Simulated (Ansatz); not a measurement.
Z-matrix (Å, degrees):
```
C
C 1 1.480
F 1 1.360 2 110.1
F 1 1.360 2 110.1 3 -117.1
H 1 1.093 2 113.6 3 121.5
C 2 1.319 1 122.4 3 -121.4
H 2 1.081 1 118.7 3 58.6
F 6 1.307 2 124.5 1 -180.0
F 6 1.310 2 125.4 1 0.0
```

Charge 0, multiplicity 1.

Question: List the B3LYP/def2-TZVPP orbital energies in eV (Ansatz 0.2.0). (Best estimate.)

Answer: Computed: Occupied: -673.61, -673.54, -672.08, -672.08, -282.37, -281.71, -277.81, -36.23, -34.53, -34.48, -32.84, -22.90, -19.69, -18.11, -16.88, -16.21, -15.46, -15.17, -15.13, -13.75, -13.20, -12.85, -12.46, -11.96, -11.68, -11.31, -9.96, -8.15. Lowest empty: -0.54, 1.28, 1.54, 2.22, 2.98, 3.02, 3.56, 5.13.

B3LYP here is the variant with VWN-RPA as its local correlation; programs differ in this.
